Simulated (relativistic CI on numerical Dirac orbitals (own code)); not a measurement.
# Hyperfine structure of Re⁶³⁺, mass number 185

Method of calculation: Dirac-Coulomb-Breit CI, separate exchange-only KLI orbitals for each configuration, model QED (radiative potential, 1s self-energy scaled to tabulated hydrogen-like ionisation energies), unscaled Slater integrals (own radial code, finite nucleus).

CI space (outside the closed core [Ne]): 3s², 3s3p, 3p², 3s3d, 3d², 3p3d, 3p4s, 3d4s, 3s4s, 3s4p, 3s4d, 3s4f, 3s5s, 3s5p, 3s5d, 4s². Levels of other configurations are missing.

Nuclear spin I = 5/2, μ = 3.176 μN, Q = 2.07 b (tables of Stone and Pyykkö). The electronic factors are computed for point nuclear moments, without core polarisation or the Bohr-Weisskopf and QED corrections.

```csv
Level,E (Ry),A (GHz),B (GHz)
3s3p ³P°1,11.6586,5453,-105
3s3p ³P°2,39.3756,2295,980
3s3p ¹P°1,42.2029,-1661,591
3p² ¹D2,52.7093,1070,852
3p² ³P1,52.8784,-308.8,491
3s3d ³D1,55.4024,-1872,89.3
3s3d ³D2,56.4109,1868,226
3s3d ³D3,61.9157,1435,216
```

Levels with J = 0, under 50 % of one LS term, or S terms without an open s electron are left out. Small factors come from cancelling terms and can be off by tens of per cent or more.

At this charge energies of transitions that change n are usually good to better than 1 %, and those within a shell (Δn = 0) to a few per cent.

Give the hyperfine levels of 3s3p ³P°1 relative to its centre of gravity.

With K = F(F + 1) − I(I + 1) − J(J + 1), E = AK/2 + B[¾K(K + 1) − I(I + 1)J(J + 1)]/[2I(2I − 1)J(2J − 1)]: F = 3/2: -19160, F = 5/2: -5368, F = 7/2: 13610 GHz.

LS names give the leading component of a level, which can be under half, so a name can repeat, a term be missing and a line seem to break the LS rules.
